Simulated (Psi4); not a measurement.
ClF, charge +1, doublet, geometry from GFN2-xTB (a state made from the parent by changing its charge; the spin is typed, not shown lowest); CCSD/aug-cc-pVDZ run with Psi4 1.11.

Psi4 was given this input:
```
memory 2 GB

molecule mol {
1 2
  F    -0.000000   -0.000000   -1.046101
  Cl    0.000000    0.000000    0.553818
}

set basis aug-cc-pvdz
set reference uhf

energy('ccsd')
print_variables()
```

Output, abridged:

```
   => Loading Basis Set <=

    Name: AUG-CC-PVDZ
    Role: ORBITAL
    Keyword: BASIS

         ---------------------------------------------------------
                                   SCF
               by Justin Turney, Rob Parrish, Andy Simmonett
                          and Daniel G. A. Smith
                              UHF Reference
         ---------------------------------------------------------

  ==> Geometry <==

    Molecular point group: c2v
    Full point group: C_inf_v

    Geometry (in Angstrom), charge = 1, multiplicity = 2:

       Center              X                  Y                   Z               Mass
    ------------   -----------------  -----------------  -----------------  -----------------
         F            0.000000000000     0.000000000000    -1.036690321537    18.998403162730
         CL           0.000000000000     0.000000000000     0.563228678463    34.968852682000

  Running in c2v symmetry.

  Rotational constants: A = ************  B =      0.53497  C =      0.53497 [cm^-1]
  Rotational constants: A = ************  B =  16038.10527  C =  16038.10527 [MHz]
  Nuclear repulsion =   50.605132655159416

  Charge       = 1
  Multiplicity = 2
  Electrons    = 25
  Nalpha       = 13
  Nbeta        = 12

  ==> Algorithm <==

  SCF Algorithm Type is PK.
  DIIS enabled.
  MOM disabled.
  Fractional occupation disabled.
  Guess Type is SAD.
  Energy threshold   = 1.00e-08
  Density threshold  = 1.00e-08
  Integral threshold = 1.00e-12

  ==> Primary Basis <==

  Basis Set: AUG-CC-PVDZ
    Blend: AUG-CC-PVDZ
    Number of shells: 20
    Number of basis functions: 50
    Number of Cartesian functions: 54
    Spherical Harmonics?: true
    Max angular momentum: 2

  ==> Integral Setup <==

  Using in-core PK algorithm.
   Calculation information:
      Number of atoms:                   2
      Number of AO shells:              20
      Number of primitives:             78
      Number of atomic orbitals:        54
      Number of basis functions:        50

      Integral cutoff                 1.00e-12
      Number of threads:                 1

  Performing in-core PK
  Using 1626900 doubles for integral storage.
  We computed 22155 shell quartets total.
  Whereas there are 22155 unique shell quartets.

  ==> DiskJK: Disk-Based J/K Matrices <==

    J tasked:                  Yes
    K tasked:                  Yes
    wK tasked:                  No
    Schwarz Cutoff:          1E-12

  Minimum eigenvalue in the overlap matrix is 6.5308645675E-03.
  Reciprocal condition number of the overlap matrix is 1.6936848451E-03.
    Using symmetric orthogonalization.

  ==> Pre-Iterations <==

  SCF Guess: Superposition of Atomic Densities via on-the-fly atomic UHF (no occupation information).

   -------------------------
    Irrep   Nso     Nmo
   -------------------------
     A1        24      24
     A2         4       4
     B1        11      11
     B2        11      11
   -------------------------
    Total      50      50
   -------------------------

  ==> Iterations <==

                        Total Energy        Delta E     RMS |[F,P]|

   @UHF iter SAD:  -558.58668817577995   -5.58587e+02   0.00000e+00
   @UHF iter   1:  -558.32824472984987    2.58443e-01   1.32976e-02 DIIS/ADIIS
   @UHF iter   2:  -558.40595187288250   -7.77071e-02   4.61351e-03 DIIS/ADIIS
   @UHF iter   3:  -558.41321278141140   -7.26091e-03   2.15831e-03 DIIS/ADIIS
   @UHF iter   4:  -558.41515026259015   -1.93748e-03   7.61261e-04 DIIS/ADIIS
   @UHF iter   5:  -558.41609608872773   -9.45826e-04   4.54924e-04 DIIS/ADIIS
   @UHF iter   6:  -558.41668735381609   -5.91265e-04   2.41691e-04 DIIS/ADIIS
   @UHF iter   7:  -558.41686932150003   -1.81968e-04   7.29436e-05 DIIS
   @UHF iter   8:  -558.41687925977658   -9.93828e-06   4.82613e-05 DIIS
   @UHF iter   9:  -558.41688560798252   -6.34821e-06   3.84372e-05 DIIS
   @UHF iter  10:  -558.41689532317559   -9.71519e-06   2.06247e-05 DIIS
   @UHF iter  11:  -558.41689866690581   -3.34373e-06   4.73580e-06 DIIS
   @UHF iter  12:  -558.41689872674726   -5.98415e-08   9.54771e-07 DIIS
   @UHF iter  13:  -558.41689872789902   -1.15176e-09   3.83213e-07 DIIS
   @UHF iter  14:  -558.41689872809252   -1.93495e-10   1.27566e-07 DIIS
   @UHF iter  15:  -558.41689872810764   -1.51203e-11   2.55480e-08 DIIS
   @UHF iter  16:  -558.41689872810832   -6.82121e-13   4.91971e-09 DIIS
  Energy and wave function converged.

  ==> Post-Iterations <==

   @Spin Contamination Metric:   1.154717769E-02
   @S^2 Expected:                7.500000000E-01
   @S^2 Observed:                7.615471777E-01
   @S   Expected:                5.000000000E-01
   @S   Observed:                5.000000000E-01

    Orbital Energies [Eh]
    ---------------------

    Alpha Occupied:

[...]
       3B2    -0.875402

    Alpha Virtual:

[...]
      24A1     4.676273

    Beta Occupied:

[...]
    Beta Virtual:

[...]
    Final Occupation by Irrep:
             A1    A2    B1    B2
    DOCC [     7,    0,    2,    3 ]
    SOCC [     0,    0,    1,    0 ]
    NA   [     7,    0,    3,    3 ]
    NB   [     7,    0,    2,    3 ]

  @UHF Final Energy:  -558.41689872810832

   => Energetics <=

    Nuclear Repulsion Energy =             50.6051326551594158
    One-Electron Energy =                -864.2036284123458927
    Two-Electron Energy =                 255.1815970290781195
    Total Energy =                       -558.4168987281083218

  UHF NO Occupations:
  HONO-2 :    6 A1 1.9988857
  HONO-1 :    7 A1 1.9961987
  HONO-0 :    3 B1 1.0000000
  LUNO+0 :    8 A1 0.0038013
  LUNO+1 :    9 A1 0.0011143
  LUNO+2 :    4 B1 0.0007630
  LUNO+3 :    4 B2 0.0000828

Computation Completed

Properties will be evaluated at   0.000000,   0.000000,   0.000000 [a0]

Properties computed using the SCF density matrix

 Multipole Moments:

 ------------------------------------------------------------------------------------
[...]

    Input parameters:
    -----------------
    Wave function   =     CCSD
    Reference wfn   =     UHF
    Brueckner       =     No
    Maxiter         =     50
    R_Convergence   =     1.0e-07
    E_Convergence   =     1.0e-06
    Restart         =     Yes
    DIIS            =     Yes
    AO Basis        =     NONE
    ABCD            =     NEW
    Cache Level     =     2
    Cache Type      =     LRU
    Print Level     =     1
    Num. of threads =     1
    # Amps to Print =     10
    Print MP2 Amps? =     No
    Analyze T2 Amps =     No
    Print Pair Ener =     No
    Local CC        =     No
    SCS-MP2         =     False
    SCSN-MP2        =     False
    SCS-CCSD        =     False

MP2 correlation energy -0.3442874135075047
                Solving CC Amplitude Equations
                ------------------------------
  Iter             Energy              RMS        T1Diag      D1Diag    New D1Diag    D2Diag
  ----     ---------------------    ---------   ----------  ----------  ----------   --------
     0        -0.344287413507505    0.000e+00    0.000000    0.000000    0.000000    0.000000
     1        -0.346221950542981    1.017e-01    0.017524    0.000000    0.000000    0.000000
     2        -0.358121825210691    3.598e-02    0.018121    0.000000    0.000000    0.000000
     3        -0.362553244718886    2.962e-02    0.024762    0.000000    0.000000    0.000000
     4        -0.362822826457478    1.566e-02    0.030427    0.000000    0.000000    0.000000
     5        -0.363236451446397    8.789e-03    0.035289    0.000000    0.000000    0.000000
     6        -0.363328960430315    2.108e-03    0.036105    0.000000    0.000000    0.000000
     7        -0.363342690139371    7.414e-04    0.036399    0.000000    0.000000    0.000000
     8        -0.363344284947376    2.480e-04    0.036388    0.000000    0.000000    0.000000
     9        -0.363344926921134    9.455e-05    0.036406    0.000000    0.000000    0.000000
    10        -0.363342783067143    3.704e-05    0.036403    0.000000    0.000000    0.000000
    11        -0.363343992344581    1.535e-05    0.036404    0.000000    0.000000    0.000000
    12        -0.363343909873193    6.664e-06    0.036405    0.000000    0.000000    0.000000
    13        -0.363344162991556    2.785e-06    0.036405    0.000000    0.000000    0.000000
    14        -0.363344188090994    1.004e-06    0.036405    0.000000    0.000000    0.000000
    15        -0.363344162055277    4.699e-07    0.036405    0.000000    0.000000    0.000000
    16        -0.363344159845557    1.962e-07    0.036405    0.000000    0.000000    0.000000
    17        -0.363344157997031    6.611e-08    0.036405    0.000000    0.000000    0.000000

    Iterations converged.

    Largest TIA Amplitudes:
              6   6         0.0176073176
              8  22        -0.0160224522
             11  30        -0.0154542829
              6  10        -0.0137506321
              8  23        -0.0096385914
             11  31        -0.0088555670
              6  13         0.0085598419
              6  12        -0.0083163565
              6  14        -0.0073939258
              4   0        -0.0064371604

    Largest Tia Amplitudes:
              8  21        -0.1697650978
              5   0         0.0200630571
             10  31        -0.0164352985
              8  22         0.0156535406
              5   4        -0.0133615507
              8  23        -0.0126947069
              8  25         0.0121906868
             10  32        -0.0107597174
              8  24        -0.0107096226
              6  10        -0.0098174117

    Largest TIJAB Amplitudes:
     12   9  17   4        -0.0223805783
     12   6  31   0         0.0206526748
      9   6  23   0         0.0198210290
      9   6  22   0         0.0154632522
     12   8  17   4         0.0144770441
     12   9  18   4        -0.0135013821
     12   6  30   0         0.0132694177
     12   9  17   9         0.0127583465
     12   6  33   0         0.0116143014
      9   6  25   0         0.0113698531

    Largest Tijab Amplitudes:
      8   6  21   0         0.0532367604
     11   6  32   0         0.0201710317
      8   6  21   2        -0.0179989027
      8   6  21   6        -0.0168858105
     11   5  21  17        -0.0136040559
     11   8  32  21        -0.0127004870
     11   6  31   0         0.0124804077
     11   8  31  21        -0.0116078713
      8   6  23   0         0.0115879572
     10   8  19  11        -0.0113285856

    Largest TIjAb Amplitudes:
      6   6   0   0        -0.0978018688
      6   8   0  21         0.0675429400
     12  11   0   0        -0.0343210663
      6   6   0   2         0.0329864660
      6   6   2   0         0.0298315334
     12   5  17  21         0.0293959177
      9   5   4  21         0.0268343942
      5   5   0   0        -0.0263701521
     12  11  17  17        -0.0261644512
     12  11   4   4        -0.0258758218

    SCF energy       (wfn)                    = -558.416898728108322
    Reference energy (file100)                = -558.416898728108208

    Opposite-spin MP2 correlation energy      =   -0.252189085859242
    Same-spin MP2 correlation energy          =   -0.092098327648263
    Singles MP2 correlation energy            =   -0.000000000000000
    MP2 correlation energy                    =   -0.344287413507505
      * MP2 total energy                      = -558.761186141615667

    Opposite-spin CCSD correlation energy     =   -0.279092941748344
    Same-spin CCSD correlation energy         =   -0.084251216248688
    Singles CCSD correlation energy           =   -0.000000000000000
    CCSD correlation energy                   =   -0.363344157997031
      * CCSD total energy                     = -558.780242886105270

  Variable Map:
  ----------------------------------------------------------------------------
[...]
  Array Variable Map:
  ----------------------------------------------------------------------------
[...]
[...]
```
